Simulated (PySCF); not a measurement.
Compound: C4H7ClNO (doublet state).
Geometry (GFN2-xTB, Å), atoms numbered from 1 in this order:
```xyz
14
C4H7ClNO angstrom
N      2.2684    1.0037    0.6023
C      1.0845    0.3382    0.7836
O      0.5210    0.3318    1.8743
C      0.5777   -0.3498   -0.3709
C     -0.7096   -1.0645   -0.2773
C     -1.9021   -0.0954   -0.3395
Cl    -1.9940    0.6999   -1.9287
H      2.6164    1.5600    1.3645
H      2.6682    1.1360   -0.3086
H      1.0789   -0.2607   -1.3203
H     -0.7726   -1.5417    0.7060
H     -0.8073   -1.8083   -1.0686
H     -2.8391   -0.6327   -0.1978
H     -1.7912    0.6832    0.4140
```

The hyperfine couplings belong to this conformer and change with its torsions.

As a line formula: `C([CH]C(N)=O)CCl` [radical].

Computed, not measured: UKS B3LYP, pcH-1 on C Cl H N O, non-relativistic, mean-field spin-orbit, GIAO in PySCF 2.14.0. Geometry: GFN2-xTB, one conformer, isolated molecule. A GFN2-xTB geometry isn't a minimum of the functional, and hyperfine couplings can be far from their values at a DFT geometry. Stability of the SCF solution: not tested.

(1) Predict the first-order ENDOR lines of N1, H10, H11/H12, H8, H9, H13/H14 and Cl7 under fast tumbling at B = 337.0 mT (X band).

(2) Which pairs are centred on the nuclear Larmor frequency, and which on half the coupling?

## Answers

(1) For S = 1/2 in fast tumbling each set of equivalent nuclei gives two lines, ν± = |νn ± a/2| to first order, with νn = g_N μN B/h and μN/h = 7.62259 MHz/T.

```csv
nuclei,isotope,g_N,νn (MHz),a_iso (MHz),lower line (MHz),upper line (MHz)
N1,14N,0.4038,1.04,1.09,0.49,1.58
H10,1H,5.5857,14.35,-56.14,13.72,42.42
H11/H12,1H,5.5857,14.35,33.99,2.65,31.34
H8,1H,5.5857,14.35,-6.21,11.24,17.45
H9,1H,5.5857,14.35,-4.57,12.06,16.63
H13/H14,1H,5.5857,14.35,1.54,13.58,15.12
Cl7,35Cl,0.5479,1.41,1.12,0.85,1.97
```

(2) Centred on νn, since |a| < 2νn: N1, H8, H9, H13/H14 and Cl7. Centred on |a|/2 and split by 2νn: H10 and H11/H12.

Class means assume fast exchange of nuclei equivalent by connectivity; if that motion is slow, each nucleus keeps its own coupling. H8 and H9 aren't averaged: N1 is flat or nearly so (angle sum 358°), and its turn about the short N1–C2 bond (1.37 Å) is taken as slow. The 1H value of +34.0 MHz is a mean of couplings from 19.1 to 48.9 MHz in this one geometry, not an average over conformers. The 1H value of +1.5 MHz is a mean of couplings from -4.1 to 7.1 MHz in this one geometry, not an average over conformers.

Main isotope only: 35Cl (natural samples also hold 24 % 37Cl, magnetic too, which adds its own pattern).

The largest Mulliken spin populations are on C4 (+0.92), O3 (+0.14), C2 (-0.07) and C5 (-0.07). C4 is the only atom above +0.15. The angles at C4 add up to 359.7°, so it is planar; its axial dipolar tensor and the negative coupling of its proton fit spin in a p orbital normal to that plane.

The run took 80 s (grids of density and orbitals included) on an Arm Neoverse V1 with one thread, on a shared host, and the process peaked at 0.95 GiB of memory.
